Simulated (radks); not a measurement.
These are the eigenvalues of the occupied orbitals of an atom or ion with whole-number occupations (eV). All-electron calculation, scalar-relativistic Kohn-Sham, PBE, spin-polarised, spherical densities, finite nucleus; Fermi nuclear charge, rms radius of each element as measured or else 0.836 A^(1/3) + 0.57 fm. Program: a radial shooting solver on a logarithmic mesh with Libxc functionals.

1s up: -42935.09
1s down: -42934.76
2s up: -7818.924
2s down: -7818.700
2p up: -7116.295
2p down: -7116.069
3s up: -2477.672
3s down: -2477.279
3p up: -2254.316
3p down: -2253.921
3d up: -1948.511
3d down: -1948.161
5s up: -685.3671

Which element is it, and in what charge state? The configuration may be excited. Open shells, if any, are filled with parallel spins first.

Answer. Z = 59, praseodymium, charge +30: Pr30+ in [Ar] 3d10 5s1. The list shows which subshells hold electrons but not how many an open one holds; the 1s level, -1577.8 hartree, gives Z - s = 56.2 by -(Z - s)^2/2, which with screening and relativity narrows Z to a few neighbours, and the depths of the outer levels then fix element, charge and occupations together.
